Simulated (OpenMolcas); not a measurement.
Ir4+ with 6 ligands (fluoride) in octahedral coordination (Oh). A charge of +0.333 e stands 3.2 Å behind each ligand. Ligand basis ANO-RCC-VDZP.

```yaml
Program: OpenMolcas 26.06
Method: "SS-CASPT2, IPEA 0.25 Eh, imaginary shift 0.1 Eh (closed shells correlated: 5s 5p and the ligand valence shells)"
Basis: ANO-RCC-VDZP [7s6p4d2f]
Scalar_Hamiltonian: DKH2, point nucleus
Active_space: 5 electrons in 5 orbitals (5d)
State_averaging: 2S+1 = 6 even, 1 root; 2S+1 = 4 even, 24 roots; 2S+1 = 2 even, 75 roots
Spin-orbit_coupling: RASSI with atomic mean-field integrals over the reference wave functions
```

All ligands move together. At R = 1.83 Å the first state of the same spin is 36180 cm-1, and at R = 1.98 Å it is 25630 cm-1.

Problem. A third run gives 27910 cm-1. What distance was it run at?

Solution. With a power law R^-n the two known points give n = -ln(25630 / 36180) / ln(1.98 / 1.83) = 4.38. Then R = 1.83 × (36180 / 27910)^(1/4.38) = 1.942 Å. The run was at 1.94 Å, so the estimate is off by +0.002 Å.

Roots that are degenerate in the reference are averaged as groups; the widest CASPT2 spread within a group is 750 cm-1 (the 3-fold group of multiplicity 2 near 80400 cm-1 above the lowest state of its run, R = 1.83). Shifts and gaps below about the spread of the groups concerned are not significant. Over all roots computed the reference weight is 0.68 to 0.71 in R = 1.83, 0.68 to 0.70 in R = 1.94, 0.68 to 0.70 in R = 1.98; a low but even weight reflects the number of correlated electrons. An orbital triplet at a regular site is open to Jahn-Teller coupling, which can distort the site and quench the lowest spin-orbit gaps and is left out. Ligand-to-metal charge-transfer states are missing. With no ligand orbital active B as a rule stays too high, so bands that hang on it stand too high and its fall with covalency is understated. With one d shell and no ligand orbital active, 10Dq can be off by a tenth or more. The least metal-like active orbital is 70 % on the metal (Löwdin) and no ligand orbital is active, so the numbers are rough (holds for R = 1.83). The least metal-like active orbital is 72 % on the metal (Löwdin) and no ligand orbital is active, so the numbers are rough (holds for R = 1.94; R = 1.98). No measured value stands beside these numbers; the geometry was imposed, not optimised, and the real ion may take another.
